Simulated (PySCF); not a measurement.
# Partial charges of `C=CCC(=C)[C@@H](F)Cl`

Species: C6H8ClF.
Z-matrix (Å and degrees, GFN2-xTB geometry), rows numbered from 1:
```
C 
C   1  1.3192
C   2  1.5017  1  124.33
C   3  1.5048  2  110.31  1   119.17
C   4  1.3233  3  124.32  2   108.73
C   4  1.4979  3  113.79  2   -70.52
F   6  1.3561  4  112.91  3   166.41
Cl  6  1.8011  4  109.52  3   -73.94
H   1  1.0781  2  121.78  3     0.50
H   1  1.0766  2  121.96  3   179.91
H   2  1.0822  1  120.71  3   179.38
H   3  1.0917  2  109.41  1  -121.12
H   3  1.0919  2  109.79  1    -1.73
H   5  1.0759  4  121.32  3     0.35
H   5  1.0762  4  121.88  3  -179.26
H   6  1.0967  4  112.39  3    44.45
```

Density: PBE0/pcSseg-1 (PySCF); schemes: Mulliken, IAO, Hirshfeld and ESP-fitted. Isolated species at its GFN2-xTB geometry (one conformer only).

**Question.** Which atoms carry the highest charge in the Mulliken, IAO, Hirshfeld and ESP-fitted schemes?

**Answer.** The schemes don't all agree: Mulliken C6 (+0.295); IAO C6 (+0.188); Hirshfeld C6 (+0.095); ESP-fitted H9 (+0.212).

**Question.** At which atom do the 4 schemes differ most?

**Answer.** At C4: from -0.441 (Mulliken) to +0.180 e (ESP-fitted), 0.621 e apart.

**Question.** Tabulate the Mulliken, IAO, Hirshfeld and ESP-fitted charges.

**Answer.** In e:

| atom | environment | Mulliken | IAO | Hirshfeld | ESP-fitted |
| --- | --- | --- | --- | --- | --- |
| C1 | terminal =CH2 carbon | -0.138 | -0.321 | -0.098 | -0.516 |
| C2 | alkene CH carbon | -0.242 | -0.134 | -0.035 | +0.027 |
| C3 | allylic carbon | -0.062 | -0.271 | -0.071 | -0.318 |
| C4 | fully substituted alkene carbon | -0.441 | -0.007 | -0.010 | +0.180 |
| C5 | terminal =CH2 carbon | -0.019 | -0.306 | -0.095 | -0.463 |
| C6 | sp3 C–F carbon | +0.295 | +0.188 | +0.095 | -0.051 |
| F7 | alkyl fluorine | -0.283 | -0.287 | -0.086 | -0.133 |
| Cl8 | chlorine on a fluorinated carbon | -0.128 | -0.111 | -0.074 | -0.114 |
| H9 | vinylic hydrogen | +0.115 | +0.147 | +0.047 | +0.212 |
| H10 | vinylic hydrogen | +0.122 | +0.155 | +0.049 | +0.194 |
| H11 | vinylic hydrogen | +0.107 | +0.147 | +0.044 | +0.110 |
| H12 | methylene hydrogen | +0.136 | +0.157 | +0.053 | +0.152 |
| H13 | methylene hydrogen | +0.139 | +0.152 | +0.038 | +0.129 |
| H14 | vinylic hydrogen | +0.113 | +0.155 | +0.053 | +0.189 |
| H15 | vinylic hydrogen | +0.122 | +0.166 | +0.046 | +0.211 |
| H16 | methine hydrogen | +0.164 | +0.169 | +0.044 | +0.191 |

Mean size of the charges over all atoms: ESP-fitted 0.199 e, IAO 0.180 e, Mulliken 0.164 e, Hirshfeld 0.059 e. Each set sums to the total charge, 0, to within 0.001 e. The ESP scheme fits charges at the nuclei, held to the total charge, to the electrostatic potential on points at 1.4 to 2.0 times the van der Waals radii. The Mulliken scheme gives each basis function's population to the atom it is centred on and halves the overlap population of two atoms between them.

**Question.** How many electrons does the IAO scheme count on C5?

**Answer.** Z − q = 6 − (-0.306) = 6.306.

**Question.** How closely do the schemes follow one another over all atoms?

**Answer.** Correlation coefficient and root-mean-square difference: IAO with Hirshfeld 0.97, 0.135 e; IAO with ESP-fitted 0.87, 0.117 e; Hirshfeld with ESP-fitted 0.81, 0.189 e; Mulliken with Hirshfeld 0.73, 0.153 e; Mulliken with IAO 0.69, 0.154 e; Mulliken with ESP-fitted 0.31, 0.254 e.

The run behind these numbers computed NMR shieldings as well. The run took 42 s wall on an Arm Neoverse N1 with one thread, on a shared host, and the process peaked at 0.83 GiB of memory.
